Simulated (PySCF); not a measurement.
Isomers of C8H8, one GFN2-xTB conformer each. Single-point energies are computed at PBE0/pcSseg-1 (PySCF, gas phase, no added dispersion term), electronic only.

Question: Rank them by PBE0/pcSseg-1 energy, lowest first (kJ/mol).
A. benzocyclobutene (`c1c2CCc2ccc1`)
B. `CC#CC#CC1CC1` (1-cyclopropylpenta-1,3-diyne)
C. `[CH:1]#[C:2][C@@H:3]1[C:4](=[CH2:5])[C@H:6]1[CH:7]=[CH2:8]` with C4–C6–C7–C8 -149°
D. bicyclo[2.2.2]octa-2,5,7-triene, `C1=CC2C=CC1C=C2`
E. `[CH:1]#[C:2][CH:3]=[C:4]=[CH:5][CH2:6][CH:7]=[CH2:8]` with C4–C5–C6–C7 -114°, C5–C6–C7–C8 -117°
F. `[CH:1]#[C:2]/[CH:3]=[C:4]1[CH:5]=[C:6]\1[CH2:7][CH3:8]` with C5–C6–C7–C8 0°

Answer: A (0.0), D (134.2), B (305.4), E (348.0), C (356.0), F (377.2).

As drawn, the lowest has an aromatic ring and a four-membered ring, which the highest lacks; the highest has a three-membered ring, a C≡C bond and a C=C bond outside aromatic rings, which the lowest lacks. Neighbours under 10 kJ/mol apart (C#CC=C=CCC=C and C#C[C@@H]1C(=C)[C@H]1C=C) can change places with a better method, another conformer or zero-point energy. GFN2-xTB itself gives, in the same order: 0.0, 79.9, 271.9, 357.1, 334.1, 386.5. Both levels put the same isomer lowest; measured from each level's own lowest isomer, the values differ by up to 54.3 kJ/mol (C1=CC2C=CC1C=C2: 79.9 against 134.2).

Q: Which frontier levels, dipoles and rotational constants go with these structures?

A: 
```
                  SMILES  HOMO (eV, PBE0/pcSseg-1)  LUMO (eV)  dipole (D)        A, B, C (MHz)
          c1ccc2c(c1)CC2                     -6.86      -0.21        0.52     4511, 2124, 1471
         C1=CC2C=CC1C=C2                     -6.01       0.01        0.00     2976, 2869, 2868
            CC#CC#CC1CC1                     -6.47      -0.18        0.32  12567, 628.2, 626.1
            C#CC=C=CCC=C                     -6.98      -0.74        0.94  10583, 682.8, 666.7
C#C[C@@H]1C(=C)[C@H]1C=C                     -7.07      -0.29        0.64     3014, 1436, 1045
         C#C/C=C1C=C\1CC                     -5.66      -0.47        4.17  10292, 819.2, 766.0
```
